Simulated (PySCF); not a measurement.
**`C[C@]12C[C@](C(F)(F)F)(C1)C2`: 4 charge schemes on one density**

C7H9F3.
Z-matrix (Å and degrees, GFN2-xTB geometry), rows numbered from 1:
```
C 
C   1  1.4983
C   2  1.5464  1  127.33
C   3  1.5375  2   74.13  1   179.99
C   4  1.4996  3  126.86  2   179.99
F   5  1.3446  4  112.34  3   179.93
F   5  1.3445  4  112.36  3    59.94
F   5  1.3445  4  112.35  3   -60.07
C   4  1.5375  3   87.76  2    43.90
C   4  1.5375  3   87.75  2   -43.91
H   1  1.0878  2  110.23  3   -59.84
H   1  1.0878  2  110.19  3  -179.83
H   1  1.0878  2  110.24  3    60.19
H   3  1.0873  2  117.12  1   -67.96
H   3  1.0873  2  117.09  1    67.96
H   9  1.0874  2  117.06  1   -67.93
H   9  1.0874  2  117.13  1    67.98
H  10  1.0874  2  117.06  1    67.93
H  10  1.0873  2  117.11  1   -67.98
```

Density: PBE0/pcSseg-1 (PySCF); schemes: Mulliken, IAO, Hirshfeld and ESP-fitted. Isolated species at its GFN2-xTB geometry, gas phase.

Question: Which atoms carry the highest charge in the Mulliken, IAO, Hirshfeld and ESP-fitted schemes?

Answer: All schemes agree: Mulliken C5 (+0.975); IAO C5 (+0.798); Hirshfeld C5 (+0.255); ESP-fitted C5 (+0.564).

Question: For which atoms does the sign change between the 4 schemes (beyond +0.03 e in one, beyond −0.03 e in another)?

Answer: C2 and C4.

Question: At which atom do the 4 schemes differ most?

Answer: At C2: from -0.476 (Mulliken) to +0.503 e (ESP-fitted), 0.979 e apart.

Question: Give the atomic charges in each scheme.

Answer: In e:

```json
{"atom": "C1", "environment": "methyl carbon", "Mulliken": "-0.076", "IAO": "-0.437", "Hirshfeld": "-0.118", "ESP-fitted": "-0.521"}
{"atom": "C2", "environment": "sp3 carbon at a ring junction", "Mulliken": "-0.476", "IAO": "+0.068", "Hirshfeld": "+0.037", "ESP-fitted": "+0.503"}
{"atom": "C3", "environment": "four-membered-ring carbon", "Mulliken": "-0.044", "IAO": "-0.263", "Hirshfeld": "-0.075", "ESP-fitted": "-0.403"}
{"atom": "C4", "environment": "sp3 carbon at a ring junction", "Mulliken": "-0.534", "IAO": "-0.011", "Hirshfeld": "-0.014", "ESP-fitted": "+0.143"}
{"atom": "C5", "environment": "CF3 carbon", "Mulliken": "+0.975", "IAO": "+0.798", "Hirshfeld": "+0.255", "ESP-fitted": "+0.564"}
{"atom": "F6", "environment": "fluorine of a CF3 group", "Mulliken": "-0.278", "IAO": "-0.287", "Hirshfeld": "-0.102", "ESP-fitted": "-0.207"}
{"atom": "F7", "environment": "fluorine of a CF3 group", "Mulliken": "-0.278", "IAO": "-0.286", "Hirshfeld": "-0.102", "ESP-fitted": "-0.208"}
{"atom": "F8", "environment": "fluorine of a CF3 group", "Mulliken": "-0.278", "IAO": "-0.286", "Hirshfeld": "-0.102", "ESP-fitted": "-0.208"}
{"atom": "C9", "environment": "four-membered-ring carbon", "Mulliken": "-0.045", "IAO": "-0.263", "Hirshfeld": "-0.075", "ESP-fitted": "-0.407"}
{"atom": "C10", "environment": "four-membered-ring carbon", "Mulliken": "-0.045", "IAO": "-0.263", "Hirshfeld": "-0.075", "ESP-fitted": "-0.419"}
{"atom": "H11", "environment": "methyl hydrogen", "Mulliken": "+0.116", "IAO": "+0.149", "Hirshfeld": "+0.046", "ESP-fitted": "+0.134"}
{"atom": "H12", "environment": "methyl hydrogen", "Mulliken": "+0.116", "IAO": "+0.149", "Hirshfeld": "+0.046", "ESP-fitted": "+0.134"}
{"atom": "H13", "environment": "methyl hydrogen", "Mulliken": "+0.116", "IAO": "+0.149", "Hirshfeld": "+0.046", "ESP-fitted": "+0.133"}
{"atom": "H14", "environment": "methylene hydrogen", "Mulliken": "+0.122", "IAO": "+0.131", "Hirshfeld": "+0.038", "ESP-fitted": "+0.125"}
{"atom": "H15", "environment": "methylene hydrogen", "Mulliken": "+0.122", "IAO": "+0.131", "Hirshfeld": "+0.038", "ESP-fitted": "+0.125"}
{"atom": "H16", "environment": "methylene hydrogen", "Mulliken": "+0.122", "IAO": "+0.131", "Hirshfeld": "+0.038", "ESP-fitted": "+0.127"}
{"atom": "H17", "environment": "methylene hydrogen", "Mulliken": "+0.122", "IAO": "+0.131", "Hirshfeld": "+0.038", "ESP-fitted": "+0.126"}
{"atom": "H18", "environment": "methylene hydrogen", "Mulliken": "+0.122", "IAO": "+0.131", "Hirshfeld": "+0.038", "ESP-fitted": "+0.130"}
{"atom": "H19", "environment": "methylene hydrogen", "Mulliken": "+0.122", "IAO": "+0.131", "Hirshfeld": "+0.038", "ESP-fitted": "+0.130"}
```

Mean size of the charges over all atoms: ESP-fitted 0.250 e, IAO 0.221 e, Mulliken 0.216 e, Hirshfeld 0.070 e. Each set sums to the total charge, 0, to within 0.002 e. The ESP scheme fits charges at the nuclei, held to the total charge, to the electrostatic potential on points at 1.4 to 2.0 times the van der Waals radii.

Question: How many electrons does the ESP-fitted scheme count on C2?

Answer: Z − q = 6 − (+0.503) = 5.497.

Question: How closely do the schemes follow one another over all atoms?

Answer: Correlation coefficient and root-mean-square difference: IAO with Hirshfeld 1.00, 0.190 e; IAO with ESP-fitted 0.89, 0.138 e; Hirshfeld with ESP-fitted 0.87, 0.222 e; Mulliken with Hirshfeld 0.75, 0.252 e; Mulliken with IAO 0.74, 0.215 e; Mulliken with ESP-fitted 0.37, 0.340 e.
